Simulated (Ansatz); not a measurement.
Reaction (cleavage of the Si–B bond): `CNB(F)[SiH2]Cl` + `[OH][GeH3]` → `Cl[SiH2][O][GeH3]` + `CNBF`

Isolated molecules relaxed with PBE0-D4/def2-TZVP in Ansatz; ΔE leaves out vibrations. CBS: MP2 limit from def2 TZ/QZ plus the TZ coupled-cluster correction, frozen cores. This one scheme is used for every species. Functionals use def2-TZVPP. B3LYP here is the variant with VWN-RPA as its local correlation; programs differ in this. For Ge outer-core shells are correlated without core-valence functions, which leaves a few kJ/mol of doubt a bond. Scalar relativity is left out up to krypton. One conformer a species, not always the lowest.

```
             level  ΔE (eV)
           ωB97X-V    -1.38
           ωB97M-V    -1.42
             B3LYP    -1.40
SCS-MP2/def2-TZVPP    -1.51
```

(1) What does CCSD(T)/CBS give? (Best estimate.)

Largest T1 diagnostic among the species: 0.012.

## Answers

(1) The calculation gave: -1.41 eV. The listed levels differ from it by 0.03, -0.01, 0.01, -0.10 eV.

From PBE to PBE0 (25 % exact exchange), in def2-TZVPP and without D4, ΔE moves by −0.10 eV. In def2-TZVPP, CCSD(T) changes the Hartree–Fock value by +0.28 eV (the triples alone add +0.04 eV) and MP2 by +0.20 eV.
